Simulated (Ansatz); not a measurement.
Consider the formal exchange of groups at a C–Si bond: `O[SiH](O)C#C[SiH3]` + GeH₄ → `O[SiH](O)C#[C][GeH3]` + SiH₄.

Isolated molecules relaxed with PBE0-D4/def2-TZVP in Ansatz; ΔE leaves out vibrations. CBS: MP2 limit from def2 TZ/QZ plus the TZ coupled-cluster correction, frozen cores. This one scheme is used for every species. Functionals use def2-TZVPP. B3LYP here is the variant with VWN-RPA as its local correlation; programs differ in this. For Ge outer-core shells are correlated without core-valence functions, which leaves a few kJ/mol of doubt a bond. Scalar relativity is left out up to krypton. One conformer a species, not always the lowest.

`O[SiH](O)C#C[SiH3]`:

```xyz
12

O    -0.466    0.163   -2.869
Si   -1.076    0.842   -1.513
O    -2.631    0.451   -1.200
C    -0.042    0.304   -0.096
C     0.639   -0.072    0.838
Si    1.665   -0.619    2.246
H    -0.033   -0.688   -2.796
H    -1.053    2.297   -1.714
H    -2.815   -0.379   -0.759
H     0.981   -1.740    2.936
H     1.847    0.514    3.184
H     2.984   -1.074    1.742
```

GeH₄:

Cartesian coordinates in Å:
```
Ge 0.000 0.000 0.000
H -0.434 0.616 -1.336
H 1.220 0.757 0.539
H 0.366 -1.475 -0.212
H -1.152 0.101 1.009
```

`O[SiH](O)C#[C][GeH3]`:

```xyz
12

O    -2.043   -1.357   -1.523
Si   -1.996   -0.367   -0.218
O    -2.785    1.029   -0.513
C    -0.231   -0.075    0.177
C     0.943    0.102    0.435
Ge    2.775    0.392    0.861
H    -1.210   -1.731   -1.813
H    -2.697   -0.963    0.932
H    -2.482    1.574   -1.241
H     2.873    0.800    2.334
H     3.543   -0.911    0.612
H     3.312    1.508   -0.042
```

SiH₄:

```xyz
5

Si    0.000    0.000    0.000
H     0.253   -0.221   -1.446
H    -0.197    1.450    0.252
H     1.163   -0.485    0.785
H    -1.218   -0.743    0.409
```

| level | ΔE (kcal/mol) | difference from CCSD(T)/CBS |
| --- | --- | --- |
| PBE-D4 | 5.0 | 1.1 |
| r2SCAN-D4 | 5.2 | 1.3 |
| PBE0-D4 | 4.7 | 0.8 |
| B3LYP-D4 | 4.9 | 1.0 |
| ωB97X-V | 4.1 | 0.2 |
| ωB97M-V | 4.4 | 0.5 |
| B2PLYP | 4.2 | 0.3 |
| PBE | 5.1 | 1.2 |
| r2SCAN | 5.2 | 1.3 |
| PBE0 | 4.7 | 0.8 |
| B3LYP | 4.9 | 1.0 |
| HF/def2-TZVPP | 3.6 | -0.3 |
| MP2/def2-TZVPP | 3.0 | -0.9 |
| SCS-MP2/def2-TZVPP | 2.8 | -1.1 |
| CCSD/def2-TZVPP | 3.0 | -0.9 |
| CCSD(T)/def2-TZVPP | 3.0 | -0.9 |
| HF/def2-QZVPP | 3.9 | 0.0 |
| MP2/def2-QZVPP | 3.6 | -0.3 |
| SCS-MP2/def2-QZVPP | 3.4 | -0.5 |
| HF/CBS(def2) | 3.9 | 0.0 |
| MP2/CBS(def2) | 3.9 | 0.0 |
| CCSD/CBS(def2) | 3.9 | 0.0 |
| CCSD(T)/CBS | 3.9 | 0 |

Largest T1 diagnostic among the species: 0.013.
